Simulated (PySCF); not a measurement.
# Basis and Hamiltonian dependence of the excitation energy of Ge

Ge [Ar] 3d10 4s2 4p2 (3P) → Ge [Ar] 3d10 4s1 4p3 (5S). Calculated with PySCF 2.14 from differences of total energies of unrestricted determinants, without spin-orbit coupling. Values in eV.

| basis | Hamiltonian | functions | UHF | r2SCAN | PBE0 | MP2 (valence) | CCSD(T) (valence) | CCSD(T) (valence and next inner shell) |
| --- | --- | --- | --- | --- | --- | --- | --- | --- |
| aug-cc-pVDZ-DK | spin-free X2C | 36 | 3.538 | 5.027 | 5.304 | 4.251 | 4.554 | n/a |
| x2c-TZVPPall | spin-free X2C | 48 | 3.541 | 5.068 | 5.324 | 4.391 | 4.655 | 4.807 |
| aug-cc-pwCVDZ-PP with ECP10MDF | ECP | 48 | 3.513 | 5.087 | 5.320 | 4.282 | 4.578 | 4.894 |
| def2-TZVPPD | non-relativistic | 54 | 3.188 | 4.672 | 4.943 | 4.056 | 4.329 | 4.469 |
| x2c-TZVPPall with one added diffuse shell each of s, p, d type | spin-free X2C | 57 | 3.541 | 5.071 | 5.328 | 4.394 | 4.658 | 4.810 |
| aug-cc-pVTZ-PP with one added diffuse shell each of s, d, f type with ECP10MDF | ECP | 68 | 3.486 | 5.057 | 5.307 | 4.363 | 4.626 | n/a |
| dyall-v2z | non-relativistic | 83 | 3.201 | n/a | n/a | 3.951 | 4.256 | n/a |
| aug-cc-pVQZ-PP with ECP10MDF | ECP | 89 | 3.483 | 5.070 | 5.311 | 4.424 | 4.657 | n/a |
| dyall-av2z | spin-free X2C | 92 | 3.537 | 5.079 | 5.336 | 4.290 | n/a | n/a |
| def2-QZVPPD | non-relativistic | 95 | 3.168 | 4.666 | 4.946 | 4.106 | 4.352 | n/a |
| x2c-QZVPPall | spin-free X2C | 97 | 3.488 | 5.043 | 5.310 | 4.423 | 4.657 | n/a |
| dyall-ae2z | spin-free X2C | 97 | 3.521 | 5.072 | 5.326 | 4.310 | n/a | n/a |
| x2c-QZVPPall with one added diffuse shell each of s, p, d, f type | spin-free X2C | 113 | 3.489 | 5.044 | 5.311 | 4.426 | n/a | n/a |
| aug-cc-pVQZ-PP with one added diffuse shell each of s, p, d, f, g type with ECP10MDF | ECP | 114 | 3.484 | 5.070 | 5.311 | 4.425 | n/a | n/a |

Frozen in the all-electron rows: valence: [Ar] 3d10; valence and next inner shell: [Ne]; with a core potential, the same shells as far as they lie outside it.

Non-relativistic rows lack the scalar-relativistic shift.

Reference for a calculation without spin-orbit coupling: 5.078 eV (measured, between term centres; NIST).
